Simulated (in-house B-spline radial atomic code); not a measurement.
The numbers below are computed, except where a source is named.
C6 from the polarisability at imaginary frequency: N3+

PBEsol linear response of the closed shell [He] 2s2, from an all-electron radial atomic-structure program (B-spline basis); non-relativistic, point nucleus, no spin-orbit coupling.

The dispersion coefficient of two like species is C6 = (3/π) ∫ α(iu)² du from 0 to ∞.

```tsv
u (hartree)	α(iu) (bohr³)
0	2.103
0.24	1.802
0.56	1.131
0.96	0.6413
1.6	0.3314
2.4	0.188
3.6	0.1032
5.6	0.05209
8	0.02965
12	0.01559
20	0.006868
40	0.002102
```

Q: Fit one oscillator, α(iu) = α(0)/(1 + u²/ω²), through u = 0.96 and estimate C6.

A: From α(0)/α(iu) − 1 = 2.103/0.6413 − 1 = 2.2793, ω = u/√2.2793 = 0.6359 hartree (17.3 eV). London's formula gives C6 = (3/4) α(0)² ω = 0.75 × 2.103² × 0.6359 = 2.109 hartree·bohr⁶, and the oscillator holds f = α(0) ω² = 0.85 electrons, of a sum of oscillator strengths of 4.0.

Q: How does that compare with the full integral?

A: The program's quadrature over all excitations gives C6 = 2.081, so the single oscillator is off by +1.3 %. At the last point the fit gives α = 0.000531 against 0.0021: higher excitations, and deeper shells where there are any, keep the true curve higher at large u.
